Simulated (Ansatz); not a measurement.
Reaction (formal loss of a carbene): `CC#[C][GeH2][OH]` → `C#[C][GeH2][OH]` + `[CH2]` (triplet)

Program: Ansatz. Geometries: PBE0-D4/def2-TZVP. ΔE: electronic, gas phase. CBS: MP2 limit from def2 TZ/QZ plus the TZ coupled-cluster correction, frozen cores. This one scheme is used for every species. Functionals use def2-TZVPP. B3LYP here is the variant with VWN-RPA as its local correlation; programs differ in this. Triplets are unrestricted, without spin–orbit coupling. For Ge outer-core shells are correlated without core-valence functions, which leaves a few kJ/mol of doubt a bond. Scalar relativity is left out up to krypton. One conformer a species, not always the lowest.

```json
{"level": "PBE-D4", "ΔE (kJ/mol)": "479.6", "difference from CCSD(T)/CBS": "15.4"}
{"level": "PBE0-D4", "ΔE (kJ/mol)": "471.0", "difference from CCSD(T)/CBS": "6.8"}
{"level": "B3LYP-D4", "ΔE (kJ/mol)": "463.0", "difference from CCSD(T)/CBS": "-1.2"}
{"level": "ωB97X-V", "ΔE (kJ/mol)": "478.8", "difference from CCSD(T)/CBS": "14.6"}
{"level": "ωB97M-V", "ΔE (kJ/mol)": "469.6", "difference from CCSD(T)/CBS": "5.4"}
{"level": "B2PLYP", "ΔE (kJ/mol)": "460.1", "difference from CCSD(T)/CBS": "-4.1"}
{"level": "PBE", "ΔE (kJ/mol)": "474.9", "difference from CCSD(T)/CBS": "10.7"}
{"level": "r2SCAN", "ΔE (kJ/mol)": "448.7", "difference from CCSD(T)/CBS": "-15.5"}
{"level": "HF/def2-TZVPP", "ΔE (kJ/mol)": "323.5", "difference from CCSD(T)/CBS": "-140.7"}
{"level": "SCS-MP2/def2-TZVPP", "ΔE (kJ/mol)": "468.3", "difference from CCSD(T)/CBS": "4.1"}
{"level": "CCSD/def2-TZVPP", "ΔE (kJ/mol)": "442.9", "difference from CCSD(T)/CBS": "-21.3"}
{"level": "CCSD(T)/def2-TZVPP", "ΔE (kJ/mol)": "453.8", "difference from CCSD(T)/CBS": "-10.4"}
{"level": "HF/def2-QZVPP", "ΔE (kJ/mol)": "323.3", "difference from CCSD(T)/CBS": "-140.9"}
{"level": "MP2/def2-QZVPP", "ΔE (kJ/mol)": "475.0", "difference from CCSD(T)/CBS": "10.8"}
{"level": "SCS-MP2/def2-QZVPP", "ΔE (kJ/mol)": "475.6", "difference from CCSD(T)/CBS": "11.4"}
{"level": "CCSD/CBS(def2)", "ΔE (kJ/mol)": "453.3", "difference from CCSD(T)/CBS": "-10.9"}
{"level": "CCSD(T)/CBS", "ΔE (kJ/mol)": "464.2", "difference from CCSD(T)/CBS": "0"}
```

Largest T1 diagnostic among the species: 0.012.

The D4 term adds +7.3 kJ/mol with B3LYP and +4.0 kJ/mol with PBE0; it sums over pairs of atoms, weighted by their polarisabilities, and B3LYP, whose exchange is more repulsive, gets the larger term. In def2-TZVPP, CCSD(T) changes the Hartree–Fock value by +130.2 kJ/mol (the triples alone add +10.8 kJ/mol) and MP2 by +145.5 kJ/mol. From PBE to PBE0 (25 % exact exchange), in def2-TZVPP and without D4, ΔE moves by −8.0 kJ/mol.
